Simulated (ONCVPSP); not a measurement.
## Varying the ONCV potential for Pd (Z = 46)

Base potential:

ONCVPSP 4.0.1 input, shortened (lines: element, Z, core and valence counts, functional; n l f; lmax; l rc ep ncon nbas qcut; lloc lpopt rc5 dvloc0; l nproj debl; icmod fcfact rcfact), PW91, fully relativistic:

```
  Pd 46.00    6    3  -109134      upf
    1    0    2.00
    2    0    2.00
    2    1    6.00
    3    0    2.00
    3    1    6.00
    3    2   10.00
    4    0    2.00
    4    1    6.00
    4    2    7.00
    2
    0    1.60    0.00    3    7    7.80
    1    1.50    0.00    4    8   10.50
    2    1.95    0.00    5   10    8.50
    4    5    1.15    6.00
    0    2    3.10
    1    2    2.50
    2    1    2.40
    0    0.00    0.00
```

Open shells are filled in proportion to 2j + 1.

In the s channel the program set the typed energies aside and used -4.634, 0.050 Ha. In the p channel the program set the typed energies aside and used -3.309, 0.250 Ha (j = l + 1/2; the other j can differ).

All-electron outer shells of the reference configuration (PW91, scalar-relativistic, ld1.x):

```
shell  level (eV)  outermost node (bohr)  outermost maximum (bohr)
   4s     -126.16                   0.45                      0.85
   4p      -91.53                   0.46                      0.90
   4d      -41.72                   0.45                      1.06
```

Cutoffs, loose and tight: the cutoffs (Ha) at which the residual kinetic energy of the hardest occupied pseudo-wave falls to 1 and 0.1 mHa per electron. They do not see the model core or the augmentation charge, which bear on the density cutoff. Test errors are all-electron minus pseudo excitation energies from the reference, over the configurations 4s2 4p6 4d10; 4s2 4p6 4d9; 4s2 4p6 4d8; 4s2 4p6 4d9 5p1. A dash means not determined; rows that change the core or the reference have their own tests. The largest error is taken over the tests solved by every variant that gives reliable tests at all: 4s2 4p6 4d8; 4s2 4p6 4d9; 4s2 4p6 4d9 5p1.

```tsv
change	outcome	cutoff, loose	cutoff, tight	bound ghosts	GHOST(+) flags above zero	largest test error (meV)
base	generated, projector energies reset by the program	30 Ha	38 Ha	none	none	+8.1
reference 4s2 4p6 4d8.5	generated, projector energies reset by the program	30 Ha	38 Ha	none	none	-1.7
core correction Teter function fitted to the true core (icmod 2), fcfact 0.5	generated, projector energies reset by the program	30 Ha	38 Ha	none	none	+8.5
local potential polynomial inside 1.40 bohr (lpopt 2, dvloc0 0 Ha)	generated, projector energies reset by the program	30 Ha	38 Ha	none	none	-4.2
functional LDA (Perdew-Wang 92)	generated, projector energies reset by the program	30 Ha	38 Ha	none	none	+11
d: nproj 2	generated, projector energies reset by the program	30 Ha	38 Ha	none	none	+21
d: rc 2.52	generated, projector energies reset by the program	30 Ha	38 Ha	none	none	+55
scalar-relativistic; s: rc 1.5, qcut 8.3	generated, projector energies reset by the program	30 Ha	38 Ha	none	none	+12
p: qcut 6	generated, projector energies reset by the program	26 Ha	29 Ha	none	none	+8.3
```
